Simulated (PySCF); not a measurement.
C6H11O, doublet (typed; the unrestricted solution is spin-contaminated), at a GFN2-xTB geometry; PySCF with MP2/STO-3G.

Here is a job for PySCF.
```python
from pyscf import gto, scf, mp

mol = gto.Mole()
mol.atom = '''
    C     2.60423176    0.33635891    0.05323428
    C     1.10189395    0.38857199   -0.14924436
    O     0.58136651    1.27535649   -0.82533839
    C     0.36960332   -0.65328583    0.49653966
    C    -1.10381958   -0.78926990    0.42853014
    C    -1.78452478    0.45912274    1.01658283
    C    -1.55824848   -0.96881142   -1.03054797
    H     2.83987765    0.40174858    1.11345036
    H     2.99914451   -0.60331730   -0.32744334
    H     3.07334498    1.16352505   -0.47188584
    H     0.93211658   -1.37918821    1.06505449
    H    -1.41296575   -1.66713180    1.00669375
    H    -1.48777751    1.33678686    0.45043251
    H    -1.49715983    0.59434608    2.05687647
    H    -2.86445073    0.34676741    0.96240903
    H    -2.64011804   -1.06890145   -1.06713784
    H    -1.25954747   -0.10347659   -1.61437395
    H    -1.10821358   -1.86012945   -1.46193595
'''
mol.basis = 'sto-3g'
mol.spin = 1
mol.verbose = 4
mol.build()

mf = scf.UHF(mol)
mf.kernel()

pt = mp.MP2(mf)
pt.kernel()
print('E(MP2) = %.10f' % pt.e_tot)
```

It wrote (shortened):

```
PySCF version 2.14.0

[INPUT] verbose = 4
[INPUT] num. atoms = 18
[INPUT] num. electrons = 55
[INPUT] charge = 0
[INPUT] spin (= nelec alpha-beta = 2S) = 1
[INPUT] symmetry False subgroup None
[INPUT] Mole.unit = angstrom
[INPUT] Symbol           X                Y                Z      unit          X                Y                Z       unit  Magmom
[INPUT]  1 C      2.604231760000   0.336358910000   0.053234280000 AA    4.921284791294   0.635626219457   0.100598209638 Bohr   0.0
[INPUT]  2 C      1.101893950000   0.388571990000  -0.149244360000 AA    2.082277783815   0.734294640777  -0.282030966036 Bohr   0.0
[INPUT]  3 O      0.581366510000   1.275356490000  -0.825338390000 AA    1.098623481894   2.410074477287  -1.559663517189 Bohr   0.0
[INPUT]  4 C      0.369603320000  -0.653285830000   0.496539660000 AA    0.698449049530  -1.234531299759   0.938323967385 Bohr   0.0
[INPUT]  5 C     -1.103819580000  -0.789269900000   0.428530140000 AA   -2.085916697132  -1.491503949363   0.809804600722 Bohr   0.0
[INPUT]  6 C     -1.784524780000   0.459122740000   1.016582830000 AA   -3.372263096700   0.867616236160   1.921063131635 Bohr   0.0
[INPUT]  7 C     -1.558248480000  -0.968811420000  -1.030547970000 AA   -2.944662861220  -1.830788250151  -1.947453421526 Bohr   0.0
[INPUT]  8 H      2.839877650000   0.401748580000   1.113450360000 AA    5.366590985773   0.759194787133   2.104116233698 Bohr   0.0
[INPUT]  9 H      2.999144510000  -0.603317300000  -0.327443340000 AA    5.667561731893  -1.140104463212  -0.618778233913 Bohr   0.0
[INPUT] 10 H      3.073344980000   1.163525050000  -0.471885840000 AA    5.807780298507   2.198743683571  -0.891734999660 Bohr   0.0
[INPUT] 11 H      0.932116580000  -1.379188210000   1.065054490000 AA    1.761445052366  -2.606287991129   2.012661293838 Bohr   0.0
[INPUT] 12 H     -1.412965750000  -1.667131800000   1.006693750000 AA   -2.670118290891  -3.150422515553   1.902375478811 Bohr   0.0
[INPUT] 13 H     -1.487777510000   1.336786860000   0.450432510000 AA   -2.811492028187   2.526161052317   0.851194081500 Bohr   0.0
[INPUT] 14 H     -1.497159830000   0.594346080000   2.056876470000 AA   -2.829222043400   1.123151314409   3.886933200362 Bohr   0.0
[INPUT] 15 H     -2.864450730000   0.346767410000   0.962409030000 AA   -5.413027377010   0.655295433825   1.818689486508 Bohr   0.0
[INPUT] 16 H     -2.640118040000  -1.068901450000  -1.067137840000 AA   -4.989100032124  -2.019930994650  -2.016598254760 Bohr   0.0
[INPUT] 17 H     -1.259547470000  -0.103476590000  -1.614373950000 AA   -2.380199759189  -0.195542415404  -3.050724628132 Bohr   0.0
[INPUT] 18 H     -1.108213580000  -1.860129450000  -1.461935950000 AA   -2.094220153724  -3.515135216738  -2.762658557156 Bohr   0.0

nuclear repulsion = 307.537110498141
number of shells = 32
number of NR pGTOs = 138
number of NR cGTOs = 46
basis = sto-3g
ecp = {}

******** <class 'pyscf.scf.uhf.UHF'> ********
method = UHF
initial guess = minao
damping factor = 0
level_shift factor = 0
DIIS = <class 'pyscf.scf.diis.CDIIS'>
diis_start_cycle = 1
diis_space = 8
diis_damp = 0
SCF conv_tol = 1e-09
SCF conv_tol_grad = None
SCF max_cycles = 50
direct_scf = True
direct_scf_tol = 1e-13
number electrons alpha = 28  beta = 27
Set gradient conv threshold to 3.16228e-05
init E= -305.971530360653

cycle= 1 E= -304.416901975402  delta_E= 1.55  |g|= 0.482  |ddm|=  3.6
cycle= 2 E= -304.553588453652  delta_E= -0.137  |g|= 0.381  |ddm|= 1.11
cycle= 3 E= -304.632491981962  delta_E= -0.0789  |g|= 0.0731  |ddm|= 0.444
cycle= 4 E= -304.64476007574  delta_E= -0.0123  |g|= 0.0467  |ddm|= 0.196
cycle= 5 E= -304.651741263419  delta_E= -0.00698  |g|= 0.0374  |ddm|= 0.138
cycle= 6 E= -304.658556755724  delta_E= -0.00682  |g|= 0.0254  |ddm|= 0.172
cycle= 7 E= -304.662092477168  delta_E= -0.00354  |g|= 0.00541  |ddm|= 0.214
cycle= 8 E= -304.662073991056  delta_E= 1.85e-05  |g|= 0.0047  |ddm|= 0.0427
cycle= 9 E= -304.662149627494  delta_E= -7.56e-05  |g|= 0.00161  |ddm|= 0.0376
cycle= 10 E= -304.662158236319  delta_E= -8.61e-06  |g|= 0.000337  |ddm|= 0.00977
cycle= 11 E= -304.662158497727  delta_E= -2.61e-07  |g|= 0.000121  |ddm|= 0.00131
cycle= 12 E= -304.662158521089  delta_E= -2.34e-08  |g|= 5.73e-05  |ddm|= 0.000449
cycle= 13 E= -304.662158525927  delta_E= -4.84e-09  |g|= 3.47e-05  |ddm|= 0.000364
cycle= 14 E= -304.662158529698  delta_E= -3.77e-09  |g|= 6.98e-06  |ddm|= 0.000184
cycle= 15 E= -304.662158529787  delta_E= -8.9e-11  |g|= 2.68e-06  |ddm|= 2.38e-05
Extra cycle  E= -304.662158529796  delta_E= -8.41e-12  |g|= 1.66e-06  |ddm|= 4.45e-06
converged SCF energy = -304.662158529796  <S^2> = 1.0504669  2S+1 = 2.2807603

******** <class 'pyscf.mp.ump2.UMP2'> ********
nocc = (np.int64(28), np.int64(27)), nmo = (46, 46)
E(UMP2) = -304.979537634868  E_corr = -0.317379105072269
E(SCS-UMP2) = -305.005336480833  E_corr = -0.343177951037069
E_corr(same-spin) = -0.0434734327496004
E_corr(oppo-spin) = -0.273905672322668
E(MP2) = -304.9795376349
```
